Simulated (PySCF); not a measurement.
C3H13NSi2, SMILES CC(C)[SiH2][SiH2]N, singlet, GFN2-xTB optimised geometry.

```
19

C      1.88    -0.98     2.81
C      2.30    -0.07     1.66
C      1.88     1.37     1.95
Si     1.57    -0.68     0.00
Si    -0.73    -0.68     0.00
N     -1.24     0.97     0.00
H      2.19    -2.01     2.63
H      2.32    -0.65     3.75
H      0.79    -0.97     2.93
H      3.40    -0.10     1.60
H      2.22     2.03     1.15
H      2.31     1.72     2.89
H      0.80     1.44     2.01
H      2.17     0.16    -1.05
H      2.12    -2.03    -0.23
H     -1.28    -1.47    -1.13
H     -1.39    -1.22     1.20
H     -0.80     1.61    -0.63
H     -2.22     1.18     0.05
```

Density from PBE/def2-SVP in PySCF at that geometry.

Minimum of the electron density along straight lines between bonded atoms, close to the bond critical point (lines longer than 1.1 times the sum of covalent radii, or with two minima, are not listed):

```tsv
bond	length / Å	ρ at the minimum / e bohr⁻³	∇²ρ there / e bohr⁻⁵	position (fraction from the first atom)
C1–C2	1.525	0.239	-0.51	0.50
C2–C3	1.526	0.239	-0.51	0.50
C2–Si4	1.915	0.110	0.27	0.62
Si5–N6	1.728	0.121	0.72	0.40
C1–H7	1.088	0.274	-0.99	0.63
C1–H8	1.090	0.272	-0.97	0.63
C1–H9	1.089	0.274	-0.98	0.63
C2–H10	1.096	0.269	-0.93	0.62
C3–H11	1.088	0.274	-0.98	0.63
C3–H12	1.090	0.272	-0.97	0.63
C3–H13	1.088	0.275	-1.00	0.63
Si4–H14	1.476	0.112	0.30	0.49
Si4–H15	1.472	0.113	0.31	0.49
Si5–H16	1.478	0.114	0.30	0.49
Si5–H17	1.469	0.115	0.31	0.49
N6–H18	1.007	0.331	-1.50	0.76
N6–H19	1.008	0.330	-1.50	0.76
```
